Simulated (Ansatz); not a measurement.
Coupled-cluster diagnostics for Mg2Si2⁻ (the lowest doublet isomer of a short search), Ansatz.

Geometry of the doublet (r2SCAN-D4/def2-TZVPD):

```tsv
atom	x (Å)	y (Å)	z (Å)
Mg1	-1.831	-1.447	0.110
Mg2	1.838	1.453	-0.111
Si3	-0.096	0.200	1.131
Si4	0.089	-0.205	-1.130
```

Correlated methods freeze 12 core orbitals; core or outer-core shells of Mg are correlated, in sets that lack core-valence functions. The structure comes from a short search, and lower isomers may exist.

Geometry of the charge -1 quartet (r2SCAN-D4/def2-TZVPD):

```xyz
4

Mg   -0.059   -0.406    2.225
Mg    0.656    0.892   -1.973
Si    0.445   -1.085   -0.260
Si   -1.041    0.599    0.008
```

(1) Estimate the CCSD(T) correlation energy, the shares of MP2 and (T), T1 and the reference's ⟨S²⟩ for: charge -1, doublet, own geometry in def2-TZVPPD; charge -1, quartet, own geometry in def2-TZVPPD; charge 0, singlet, vertical in def2-TZVPPD; and the rough time on 4 threads of Arm Neoverse V2 on a shared host.

Answers

(1) 
```json
{"state": "charge -1, doublet, own geometry", "basis": "def2-TZVPPD", "correlation (eV)": "-18.150", "MP2 share (%)": "89.9", "(T) share (%)": "4.7", "T1": "0.042", "⟨S²⟩ (pure)": "1.90 (0.75)", "wall time": "99 s", "remarks": "spin-contaminated"}
{"state": "charge -1, quartet, own geometry", "basis": "def2-TZVPPD", "correlation (eV)": "-18.013", "MP2 share (%)": "91.0", "(T) share (%)": "4.5", "T1": "0.029", "⟨S²⟩ (pure)": "3.86 (3.75)", "wall time": "98 s", "remarks": "–"}
{"state": "charge 0, singlet, vertical", "basis": "def2-TZVPPD", "correlation (eV)": "-19.070", "MP2 share (%)": "91.4", "(T) share (%)": "5.4", "T1": "0.021", "⟨S²⟩ (pure)": "0.00 (0.00)", "wall time": "45 s", "remarks": "flagged by the program, large T1, restricted SCF unstable"}
```
Customary marks for T1 are 0.02 (closed shells), 0.045 (open shells) and about 0.05 (3d metals). T1 exceeds 0.02 in 3 of 3 rows and 0.045 in 0; the higher it lies, the less the single-reference result can be trusted.
